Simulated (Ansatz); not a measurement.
A nudged elastic band was laid between two geometries of ClH$_{7}$O$_{3}$SiSn (13 atoms, charge 0, multiplicity 1).

Level of theory: RKS PBE/def2-SVP in Ansatz.

- movable images: 5
- climbing image: yes
- spring: 5.0 eV/Å²
- optimiser: quadratic models (default)
- start path: through a guess of the saddle point
- force threshold: 0.05 eV/Å
- iteration limit: 60
- end points: relaxed

Initial state:

```xyz
13
Properties=species:S:1:pos:R:3
Sn -0.239 -0.364 0.492
H -0.594 -0.906 2.077
Cl 1.910 -0.952 -0.382
O -0.825 1.524 0.031
H -1.375 1.503 -0.775
O -1.427 -1.339 -0.809
H -0.862 -1.734 -1.502
O 1.043 1.456 1.695
Si 2.707 1.805 1.822
H 3.326 0.616 2.487
H 3.333 2.069 0.483
H 2.881 3.024 2.688
H 0.489 2.052 1.125
```

Final state:

```xyz
13
Properties=species:S:1:pos:R:3
Sn 0.403 0.347 -0.470
H -1.177 -0.367 3.149
Cl 2.205 -0.456 -1.761
O -0.526 1.842 -1.405
H -0.903 1.507 -2.245
O -0.813 -1.169 -0.036
H -1.053 -1.077 0.912
O 1.060 1.103 1.246
Si 2.605 1.626 1.692
H 3.575 0.477 1.763
H 3.140 2.648 0.724
H 2.463 2.245 3.053
H -0.611 0.030 2.809
```

Q: What changes between the two ends?

A: Bonds broken: Sn1–H2, O8–H13. Bonds formed: Sn1–O8, H2–H13. ClH7O3SiSn becomes ClH5O3SiSn + H2.

Q: Give the energies along the band, and the barrier.

A: The run converged. The highest image is number 3 of 0 to 6, 1.48 eV above the first end and 0.98 eV above the last; the last end lies 0.50 eV above the first. A vibrational analysis at the climbing image gives 2 clearly imaginary modes (1153i, 94i cm⁻¹): a point of higher order. A lower path may pass nearby, or the ends, which weren't checked, may share the extra mode. The orbitals stay closed-shell, which can raise the energy where a bond breaks towards radicals; this wasn't checked here.

| image | path coordinate (Å) | energy (eV) | Sn1–H2 (Å) | O8–H13 (Å) | Sn1–O8 (Å) |
| --- | --- | --- | --- | --- | --- |
| 0 | 0.00 | 0.00 | 1.71 | 0.99 | 2.53 |
| 1 | 1.38 | 0.20 | 1.72 | 0.97 | 2.54 |
| 2 | 2.76 | 0.41 | 1.73 | 0.98 | 2.47 |
| 3 | 4.16 | 1.48 | 2.02 | 1.26 | 2.15 |
| 4 | 5.69 | 0.56 | 3.06 | 2.34 | 1.98 |
| 5 | 7.22 | 0.53 | 3.83 | 2.48 | 1.99 |
| 6 | 8.75 | 0.50 | 4.01 | 2.53 | 1.99 |

Q: What is the geometry of the highest image?

A: 
```xyz
13
Properties=species:S:1:pos:R:3
Sn -0.073 0.260 0.068
H -0.930 0.601 1.866
Cl 1.867 -0.460 -1.144
O -0.898 1.783 -0.922
H -1.525 1.417 -1.579
O -1.082 -1.475 0.028
H -0.535 -2.083 -0.515
O 1.117 1.243 1.564
Si 2.765 1.544 1.914
H 3.492 0.264 2.215
H 3.396 2.237 0.744
H 2.783 2.432 3.124
H -0.010 0.991 2.068
```

Time of the run: 5 min on 4 threads of Arm Neoverse V1 (shared host), peak memory 0.21 GiB.
